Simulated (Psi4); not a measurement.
Cl3Sn (SMILES [Cl][Sn+]([Cl])[Cl]), charge +1, singlet, at a GFN2-xTB geometry (such geometries of metal compounds can be far from the true shape) (all electrons, no relativity), with bond 3-1 at 1.3 times its length. Base run: Psi4 with R2SCAN/3-21G.

Geometry (Å):
```xyz
4

Sn     0.0000     0.0000     0.0000
Cl     2.2217    -0.2805    -0.4281
Cl    -1.2261    -1.2864     2.3720
Cl    -1.2786     1.2700    -1.3965
```
Charge +1, spin multiplicity 1.
All else is at Psi4's defaults, with exact integrals.
Base energy -7372.65224 Eh.

Variants of this job, named by their change:

```json
[
 {"change": "base", "ΔE vs base (mEh)": "0.000", "SCF cycles": "9", "grid points": "84197", "basis functions": "72", "outcome": "converged"},
 {"change": "dft_spherical_points = 194", "ΔE vs base (mEh)": "0.205", "SCF cycles": "9", "grid points": "54506", "basis functions": "72", "outcome": "converged"},
 {"change": "e_convergence = 1e-8", "ΔE vs base (mEh)": "0.000", "SCF cycles": "10", "grid points": "84197", "basis functions": "72", "outcome": "converged"},
 {"change": "soscf = true", "ΔE vs base (mEh)": "-", "SCF cycles": "-", "grid points": "-", "basis functions": "72", "outcome": "stopped with an error"},
 {"change": "puream = true", "ΔE vs base (mEh)": "[?]", "SCF cycles": "9", "grid points": "84197", "basis functions": "[?]", "outcome": "converged"},
 {"change": "guess = core", "ΔE vs base (mEh)": "0.000", "SCF cycles": "12", "grid points": "84197", "basis functions": "72", "outcome": "converged"},
 {"change": "scf_type = direct", "ΔE vs base (mEh)": "0.000", "SCF cycles": "18", "grid points": "84197", "basis functions": "72", "outcome": "converged"},
 {"change": "dft_radial_points = 150", "ΔE vs base (mEh)": "[?]", "SCF cycles": "9", "grid points": "167625", "basis functions": "72", "outcome": "converged"},
 {"change": "d_convergence = 1e-10", "ΔE vs base (mEh)": "0.000", "SCF cycles": "14", "grid points": "84197", "basis functions": "72", "outcome": "converged"},
 {"change": "dft_radial_points = 50", "ΔE vs base (mEh)": "[?]", "SCF cycles": "9", "grid points": "57129", "basis functions": "72", "outcome": "converged"},
 {"change": "guess = sap", "ΔE vs base (mEh)": "0.000", "SCF cycles": "9", "grid points": "84197", "basis functions": "72", "outcome": "converged"},
 {"change": "dft_spherical_points = 434", "ΔE vs base (mEh)": "0.021", "SCF cycles": "9", "grid points": "121003", "basis functions": "72", "outcome": "converged"},
 {"change": "dft_pruning_scheme = treutler", "ΔE vs base (mEh)": "0.000", "SCF cycles": "9", "grid points": "55331", "basis functions": "72", "outcome": "converged"}
]
```

**Question.** Some entries are withheld; supply them.

**Answer.** 
- puream = true, ΔE vs base (mEh): 423.4
- puream = true, basis functions: 70
- dft_radial_points = 150, ΔE vs base (mEh): 1.649
- dft_radial_points = 50, ΔE vs base (mEh): 63.958

- soscf = true: ended with `Fatal Error: Vx: RKS does not support rotated V builds for MGGA's`
